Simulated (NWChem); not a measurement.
System: AlN2H4Cl; SMILES [NH2][Al]([NH2])[Cl]

Here is an NWChem input.

```
start job
memory heap 200 mb stack 900 mb global 1100 mb
geometry units angstroms
  Al     0.329560     0.291015     0.101097
  Cl    -1.151745    -1.017223    -0.353378
  N      0.401137     1.858714    -0.732050
  H     -0.245896     2.181591    -1.438370
  H      1.098809     2.569486    -0.572335
  N      1.539009    -0.145272     1.327393
  H      2.308056     0.439290     1.617748
  H      1.568555    -1.013484     1.844235
end
basis spherical
  * library def2-svp
end
dft
  xc pbe0
  iterations 150
end
driver
  maxiter 120
end
task dft optimize
task dft freq
```

Excerpt of the output:

```
             Northwest Computational Chemistry Package (NWChem) 7.3.0
             --------------------------------------------------------

 C2V symmetry detected

                             Geometry "geometry" -> ""
                             -------------------------

 Output coordinates in angstroms (scale by  1.889725989 to convert to a.u.)

  No.       Tag          Charge          X              Y              Z
 ---- ---------------- ---------- -------------- -------------- --------------
    1 Al                  13.0000     0.00000000     0.00000000    -0.36515644
    2 Cl                  17.0000     0.00000000     0.00000000     1.66272390
    3 N                    7.0000     0.00000000    -1.54531696    -1.24203825
    4 H                    1.0000     0.00000000    -2.46354580    -0.81937338
    5 H                    1.0000     0.00000000    -1.64289958    -2.24599515
    6 N                    7.0000     0.00000000     1.54531696    -1.24203825
    7 H                    1.0000     0.00000000     1.64289958    -2.24599515
    8 H                    1.0000     0.00000000     2.46354580    -0.81937338

 Effective nuclear repulsion energy (a.u.)     198.8160481607

      Symmetry information
      --------------------

 Group name             C2v
 Group number             16
 Group order               4
 No. of unique centers     5

                                Z-matrix (autoz)
                                --------

 Units are Angstrom for bonds and degrees for angles

      Type          Name      I     J     K     L     M      Value
      ----------- --------  ----- ----- ----- ----- ----- ----------
    1 Stretch                  1     2                       2.02788
    2 Stretch                  1     3                       1.77677
    3 Stretch                  1     6                       1.77677
    4 Stretch                  3     4                       1.01084
    5 Stretch                  3     5                       1.00869
    6 Stretch                  6     7                       1.00869
    7 Stretch                  6     8                       1.01084
    8 Bend                     1     3     4               125.71066
    9 Bend                     1     3     5               125.12411
   10 Bend                     1     6     7               125.12411
   11 Bend                     1     6     8               125.71066
   12 Bend                     2     1     3               119.57251
   13 Bend                     2     1     6               119.57251
   14 Bend                     3     1     6               120.85498
   15 Bend                     4     3     5               109.16523
   16 Bend                     7     6     8               109.16523
   17 Torsion                  2     1     3     4           0.00000
   18 Torsion                  2     1     3     5         180.00000
   19 Torsion                  2     1     6     7         180.00000
   20 Torsion                  2     1     6     8           0.00000
   21 Torsion                  3     1     6     7           0.00000
   22 Torsion                  3     1     6     8         180.00000
   23 Torsion                  4     3     1     6         180.00000
   24 Torsion                  5     3     1     6           0.00000

                           NWChem Geometry Optimization
                           ----------------------------

 maximum gradient threshold         (gmax) =   0.000450
 rms gradient threshold             (grms) =   0.000300
 maximum cartesian step threshold   (xmax) =   0.001800
 rms cartesian step threshold       (xrms) =   0.001200
 fixed trust radius                (trust) =   0.300000
 source of zmatrix                         =   autoz

          -------------------
          Energy Minimization
          -------------------

 Using diagonal initial Hessian
 Scaling for Hessian diagonals: bonds = 1.00  angles = 0.25  torsions = 0.10

          --------
          Step   0

                                 NWChem DFT Module
                                 -----------------

 Summary of "ao basis" -> "ao basis" (spherical)
 ------------------------------------------------------------------------------
       Tag                 Description            Shells   Functions and Types
 ---------------- ------------------------------  ------  ---------------------
 Al                         def2-svp                 8       18   4s3p1d
 Cl                         def2-svp                 8       18   4s3p1d
 N                          def2-svp                 6       14   3s2p1d
 H                          def2-svp                 3        5   2s1p

      Symmetry analysis of basis
      --------------------------

        a1         36
        a2          8
        b1         14
        b2         26

            General Information
            -------------------
          SCF calculation type: DFT
          Wavefunction type:  closed shell.
          No. of atoms     :     8
          No. of electrons :    48
           Alpha electrons :    24
            Beta electrons :    24
          Charge           :     0
          Spin multiplicity:     1
          Use of symmetry is: on ; symmetry adaption is: on
          Maximum number of iterations: 150
          AO basis - number of functions:    84
                     number of shells:    40
          Convergence on energy requested:  1.00D-06
          Convergence on density requested:  1.00D-05
          Convergence on gradient requested:  5.00D-04

              XC Information
              --------------
                         PBE0 Method XC Functional
                     Hartree-Fock (Exact) Exchange  0.250
          PerdewBurkeErnzerhof Exchange Functional  0.750
            Perdew 1991 LDA Correlation Functional  1.000 local
           PerdewBurkeErnz. Correlation Functional  1.000 non-local

             Grid Information
             ----------------
          Grid used for XC integration:  medium
          Radial quadrature: Mura-Knowles
          Angular quadrature: Lebedev.
          Tag              B.-S. Rad. Rad. Pts. Rad. Cut. Ang. Pts.
          ---              ---------- --------- --------- ---------
          Al                  1.25       88           8.0       590
          Cl                  1.00       88          11.0       590
          N                   0.65       49          11.0       434
          H                   0.35       45          12.0       434
          Grid pruning is: on
          Number of quadrature shells:   315
          Spatial weights used:  Erf1

      Superposition of Atomic Density Guess
      -------------------------------------

 Sum of atomic energies:        -811.60041563

      Non-variational initial energy
      ------------------------------

 Total energy =    -812.974778
 1-e energy   =   -1515.910221
 2-e energy   =     504.119395
 HOMO         =      -0.351862
 LUMO         =      -0.009538

      Symmetry analysis of molecular orbitals - initial
      -------------------------------------------------

  Numbering of irreducible representations:

     1 a1          2 a2          3 b1          4 b2

  Orbital symmetries:

     1 a1          2 a1          3 a1          4 b2          5 a1
     6 a1          7 b2          8 b1          9 a1         10 b2
    11 a1         12 b1         13 a1         14 b2         15 a1
    16 a1         17 a1         18 b2         19 b2         20 a1
    21 b1         22 b2         23 b1         24 a2         25 a1
    26 b1         27 b2         28 a1         29 a1         30 a1
    31 b2         32 b2         33 a1         34 b1

   convergence    iter        energy       DeltaE   RMS-Dens  Diis-err
 ---------------- ----- ----------------- --------- --------- ---------
 d= 0,ls=0.0,diis     1   -813.9169271859 -1.01D+03  1.08D-02  6.45D-01
 d= 0,ls=0.0,diis     2   -813.9045719475  1.24D-02  6.04D-03  7.37D-01
 d= 0,ls=0.0,diis     3   -813.9850956638 -8.05D-02  1.18D-03  2.14D-02
 d= 0,ls=0.0,diis     4   -813.9874868197 -2.39D-03  3.85D-04  1.13D-03
 d= 0,ls=0.0,diis     5   -813.9876459297 -1.59D-04  5.77D-05  2.05D-05
  Resetting Diis
 d= 0,ls=0.0,diis     6   -813.9876485919 -2.66D-06  9.48D-06  8.45D-07
 d= 0,ls=0.0,diis     7   -813.9876487064 -1.15D-07  2.68D-06  1.94D-08

         Total DFT energy =     -813.987648706421
      One electron energy =    -1520.586309388675
           Coulomb energy =      569.765490766752
    Exchange-Corr. energy =      -61.982878245153
 Nuclear repulsion energy =      198.816048160655

 Numeric. integr. density =       48.000008526126

[...]

      ----------------------
      Optimization converged
      ----------------------

  Step       Energy      Delta E   Gmax     Grms     Xrms     Xmax
  ---- ---------------- -------- -------- -------- -------- --------
@    7    -813.99013414 -2.2D-07  0.00009  0.00003  0.00039  0.00120
                                     ok       ok       ok       ok

                                Z-matrix (autoz)
                                --------

 Units are Angstrom for bonds and degrees for angles

      Type          Name      I     J     K     L     M      Value     Gradient
      ----------- --------  ----- ----- ----- ----- ----- ---------- ----------
    1 Stretch                  1     2                       2.10922   -0.00003
    2 Stretch                  1     3                       1.76413   -0.00009
    3 Stretch                  1     6                       1.76413   -0.00009
    4 Stretch                  3     4                       1.01316    0.00002
    5 Stretch                  3     5                       1.01284   -0.00000
    6 Stretch                  6     7                       1.01284   -0.00000
    7 Stretch                  6     8                       1.01316    0.00002
    8 Bend                     1     3     4               123.75068    0.00000
    9 Bend                     1     3     5               126.09690   -0.00002
   10 Bend                     1     6     7               126.09690   -0.00002
   11 Bend                     1     6     8               123.75068    0.00000
   12 Bend                     2     1     3               118.12264   -0.00001
   13 Bend                     2     1     6               118.12264   -0.00001
   14 Bend                     3     1     6               123.75471    0.00002
   15 Bend                     4     3     5               110.15242    0.00001
   16 Bend                     7     6     8               110.15242    0.00001
   17 Torsion                  2     1     3     4           0.00000    0.00000
   18 Torsion                  2     1     3     5         180.00000    0.00000
   19 Torsion                  2     1     6     7         180.00000    0.00000
   20 Torsion                  2     1     6     8           0.00000    0.00000
   21 Torsion                  3     1     6     7           0.00000    0.00000
   22 Torsion                  3     1     6     8         180.00000    0.00000
   23 Torsion                  4     3     1     6         180.00000    0.00000
   24 Torsion                  5     3     1     6           0.00000    0.00000

                         Geometry "geometry" -> "geometry"
                         ---------------------------------

 Output coordinates in angstroms (scale by  1.889725989 to convert to a.u.)

  No.       Tag          Charge          X              Y              Z
 ---- ---------------- ---------- -------------- -------------- --------------
    1 Al                  13.0000     0.00000000     0.00000000    -0.42329850
    2 Cl                  17.0000     0.00000000     0.00000000     1.68591746
    3 N                    7.0000     0.00000000    -1.55585381    -1.25483740
    4 H                    1.0000     0.00000000    -2.44936368    -0.77721281
    5 H                    1.0000     0.00000000    -1.69636311    -2.25788233
    6 N                    7.0000     0.00000000     1.55585381    -1.25483740
    7 H                    1.0000     0.00000000     1.69636311    -2.25788233
    8 H                    1.0000     0.00000000     2.44936368    -0.77721281

 Effective nuclear repulsion energy (a.u.)     196.4466770533

      Symmetry information
      --------------------

 Group name             C2v
 Group number             16
 Group order               4
 No. of unique centers     5

                Final and change from initial internal coordinates
                --------------------------------------------------

                                Z-matrix (autoz)
                                --------

 Units are Angstrom for bonds and degrees for angles

[...]

 Rotational Constants
 --------------------
 A=   0.196737 cm-1  (  0.283054 K)
 B=   0.105757 cm-1  (  0.152157 K)
 C=   0.068783 cm-1  (  0.098961 K)

 Temperature                      =   298.15K
 frequency scaling parameter      =   1.0000

 Zero-Point correction to Energy  =   33.094 kcal/mol  (  0.052739 au)
 Thermal correction to Energy     =   37.325 kcal/mol  (  0.059481 au)
 Thermal correction to Enthalpy   =   37.917 kcal/mol  (  0.060424 au)

 Total Entropy                    =   78.259 cal/mol-K
   - Translational                =   39.515 cal/mol-K (mol. weight =  93.9878)
   - Rotational                   =   25.136 cal/mol-K (symmetry #  =        2)
   - Vibrational                  =   13.607 cal/mol-K

 Cv (constant volume heat capacity) =   22.331 cal/mol-K
   - Translational                  =    2.979 cal/mol-K
   - Rotational                     =    2.979 cal/mol-K
   - Vibrational                    =   16.372 cal/mol-K

[normal modes left out]

 ----------------------------------------------------------------------------
 Normal Eigenvalue ||           Projected Infra Red Intensities
  Mode   [cm**-1]  || [atomic units] [(debye/angs)**2] [(KM/mol)] [arbitrary]
 ------ ---------- || -------------- ----------------- ---------- -----------
    1       -0.000 ||    0.000614           0.014         0.599       0.128
    2       -0.000 ||    0.000322           0.007         0.314       0.067
    3        0.000 ||    0.001217           0.028         1.187       0.254
    4        0.000 ||    0.000658           0.015         0.641       0.137
    5        0.000 ||    0.000445           0.010         0.434       0.093
    6        0.000 ||    0.000018           0.000         0.018       0.004
    7      170.809 ||    0.006175           0.142         6.020       1.287
    8      186.444 ||    0.001297           0.030         1.264       0.270
    9      215.208 ||    0.000000           0.000         0.000       0.000
   10      243.587 ||    0.024266           0.560        23.656       5.057
   11      351.503 ||    0.000001           0.000         0.001       0.000
   12      351.796 ||    0.039977           0.922        38.971       8.331
   13      383.781 ||    0.344927           7.958       336.252      71.882
   14      485.653 ||    0.023756           0.548        23.159       4.951
   15      606.378 ||    0.019526           0.450        19.035       4.069
   16      687.631 ||    0.056457           1.302        55.037      11.765
   17      809.254 ||    0.222500           5.133       216.904      46.368
   18      917.210 ||    0.152109           3.509       148.284      31.699
   19     1520.699 ||    0.089631           2.068        87.377      18.679
   20     1529.552 ||    0.022510           0.519        21.944       4.691
   21     3628.223 ||    0.060848           1.404        59.317      12.680
   22     3629.932 ||    0.011033           0.255        10.755       2.299
   23     3721.534 ||    0.054486           1.257        53.115      11.355
   24     3721.708 ||    0.018876           0.435        18.402       3.934
 ----------------------------------------------------------------------------
```

Level: PBE0/def2-SVP.
